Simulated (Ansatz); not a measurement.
The cluster LaO₃H₃. The state is a triplet with charge 0. Geometry r2SCAN-D4/def2-SVP, that of the neutral singlet; atoms count from 1.

Cartesian coordinates in Å:
```
La -0.524 -0.247 -0.436
O 0.994 1.439 -0.088
O -0.201 2.032 0.560
O 0.110 -2.160 0.352
H -1.078 -0.417 -2.531
H 0.542 -2.936 0.719
H 0.157 2.289 1.424
```

In the def2 sets La takes a core potential; there is no spin–orbit coupling. The structure holds one bond between oxygen atoms, so isomers without such links may lie far lower. At PBE0-D4/def2-TZVP a singlet of charge 0 lies 3.51 eV below the triplet at the same geometry. The structure comes from a short search, and lower isomers may exist.

Q: Estimate the Mulliken populations from the PBE0/def2-TZVP orbitals of Ansatz.

A: 
| atom | charge (e) | spin (α − β) | d electrons |
| --- | --- | --- | --- |
| La1 | 0.79 | 1.13 | 1.48 |
| O2 | -0.43 | -0.01 | – |
| O3 | -0.38 | 0.01 | – |
| O4 | -0.74 | 0.01 | – |
| H5 | 0.11 | 0.86 | – |
| H6 | 0.30 | 0.00 | – |
| H7 | 0.35 | 0.00 | – |
Mulliken values and Mayer orders depend strongly on the basis.

Q: Where does the spin sit?

A: Summed by element: La 1.13, O 0.01, H 0.86, of 2 unpaired in all. Largest on single atoms: La1 1.13, H5 0.86, O3 0.01.

Q: And the Mayer bond orders between bonded heavy atoms (over 0.3)?

A: La1–O2 0.69 (2.30 Å); La1–O4 0.92 (2.16 Å); O2–O3 0.82 (1.48 Å).
